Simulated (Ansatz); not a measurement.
Born–Oppenheimer molecular dynamics of AlFH4OSi (8 atoms, charge 0, multiplicity 1). It starts from a relaxed structure.

Computed with RKS CAM-B3LYP-D4/STO-3G in Ansatz.

```yaml
ensemble: NVT, Langevin thermostat
time_step: 1 fs
steps_asked: 150
set_temperature: 300 K
friction: 0.001 /fs
temperature_schedule: 37 steps to 300 K, then 113 steps to 10 K
seed: 715953
```

First frame:

```xyz
8
Properties=species:S:1:pos:R:3
Al -0.077 -0.068 -0.169
F 0.016 -1.182 1.008
O 1.131 -0.152 -1.321
Si 2.348 -1.306 -1.264
H 1.833 -2.653 -1.351
H 3.225 -1.088 -2.386
H 3.136 -1.216 -0.055
H -1.136 0.965 -0.253
```

(1) How far do the bonds stretch over the last three quarters of this one trajectory? (Pairs bonded in most of those frames.)

Results:

(1) 
```json
{"bond": "Al1–F2", "mean (Å)": "1.625", "spread (Å)": "0.016", "shortest": "1.60", "longest": "1.66"}
{"bond": "Al1–O3", "mean (Å)": "1.668", "spread (Å)": "0.027", "shortest": "1.63", "longest": "1.72"}
{"bond": "Al1–H8", "mean (Å)": "1.484", "spread (Å)": "0.014", "shortest": "1.46", "longest": "1.51"}
{"bond": "O3–Si4", "mean (Å)": "1.673", "spread (Å)": "0.028", "shortest": "1.62", "longest": "1.72"}
{"bond": "Si4–H5", "mean (Å)": "1.448", "spread (Å)": "0.008", "shortest": "1.43", "longest": "1.46"}
{"bond": "Si4–H6", "mean (Å)": "1.444", "spread (Å)": "0.026", "shortest": "1.40", "longest": "1.49"}
{"bond": "Si4–H7", "mean (Å)": "1.444", "spread (Å)": "0.007", "shortest": "1.43", "longest": "1.46"}
```

Mean temperature of the second half: 153 K. The schedule's set-point averaged 106 K over the second half and the system 153 K, so it lags behind the ramp. A run of 0.15 ps of so small a system gives no equilibrium averages. Limits of this set-up: minimal basis.

Run time: 4 min on 1 thread of Arm Neoverse V1, on a shared host, peak memory 0.097 GiB.
